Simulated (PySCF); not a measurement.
## Correlation energy of Hf²⁺ (hafnium, charge +2)

[Xe] 4f14 5d1 6p1, one real determinant (an excited configuration). All numbers are calculated (PySCF 2.14, a scalar-relativistic core potential, in def2-TZVPPD with the def2 core potential (60 electrons) (6s5p3d2f1g, 59 functions)). Frozen: 5s2 5p6; 2 electrons correlated.

With two correlated electrons CCSD is exact within the correlated space (frozen core and kept virtual orbitals).

```tsv
level	correlation energy (mhartree)
CCSD	-5.35
```

Diagnostics: T1 = 0.0080, D1 = 0.0119, largest double amplitude 0.227.

The real determinant used has ⟨L²⟩ near 8 against 12 for a pure F term, so it mixes terms. Spin-orbit coupling, absent here, splits the open shell strongly. A double-excitation amplitude exceeds 0.15, a sign of near-degeneracy.

Cost of the coupled-cluster step: about 2.5 core-seconds, for 2 correlated electrons.

Iterations:

```
CC2 = 0
CCSD nocc = (np.int64(2), np.int64(0)), nmo = (55, 55)
frozen orbitals [[0, 1, 2, 3], [0, 1, 2, 3]]
max_cycle = 100
direct = 0
conv_tol = 1e-08
conv_tol_normt = 1e-06
diis_space = 8
diis_start_cycle = 0
Init t2, MP2 energy = -0.00301583943397143
Init E_corr(UCCSD) = -0.00301583943414789
cycle = 1  E_corr(UCCSD) = -0.00398081854196346  dE = -0.000964979108  norm(t1,t2) = 0.0181583
cycle = 2  E_corr(UCCSD) = -0.00435407073706703  dE = -0.000373252195  norm(t1,t2) = 0.00948162
cycle = 3  E_corr(UCCSD) = -0.00471770341111996  dE = -0.000363632674  norm(t1,t2) = 0.00584668
cycle = 4  E_corr(UCCSD) = -0.00472690545528841  dE = -9.20204417e-06  norm(t1,t2) = 0.00316366
cycle = 5  E_corr(UCCSD) = -0.00475622196339368  dE = -2.93165081e-05  norm(t1,t2) = 0.00303695
cycle = 6  E_corr(UCCSD) = -0.00498050429510736  dE = -0.000224282332  norm(t1,t2) = 0.00293947
cycle = 7  E_corr(UCCSD) = -0.00535752004251719  dE = -0.000377015747  norm(t1,t2) = 0.00201246
cycle = 8  E_corr(UCCSD) = -0.00532474810454481  dE = 3.2771938e-05  norm(t1,t2) = 0.000349412
cycle = 9  E_corr(UCCSD) = -0.00536990135048646  dE = -4.51532459e-05  norm(t1,t2) = 0.000173095
cycle = 10  E_corr(UCCSD) = -0.00535018864964896  dE = 1.97127008e-05  norm(t1,t2) = 8.5267e-05
cycle = 11  E_corr(UCCSD) = -0.00535507453179314  dE = -4.88588214e-06  norm(t1,t2) = 2.50294e-05
cycle = 12  E_corr(UCCSD) = -0.00535412159788791  dE = 9.52933905e-07  norm(t1,t2) = 4.82965e-06
cycle = 13  E_corr(UCCSD) = -0.00535463894723786  dE = -5.1734935e-07  norm(t1,t2) = 2.27327e-06
cycle = 14  E_corr(UCCSD) = -0.00535451680148459  dE = 1.22145753e-07  norm(t1,t2) = 6.9453e-07
cycle = 15  E_corr(UCCSD) = -0.00535451807263256  dE = -1.27114796e-09  norm(t1,t2) = 1.20247e-07
UCCSD converged
E(UCCSD) = -46.46860382183685  E_corr = -0.005354518072632558
```

The reference is one real determinant that mixes LS terms of this configuration.
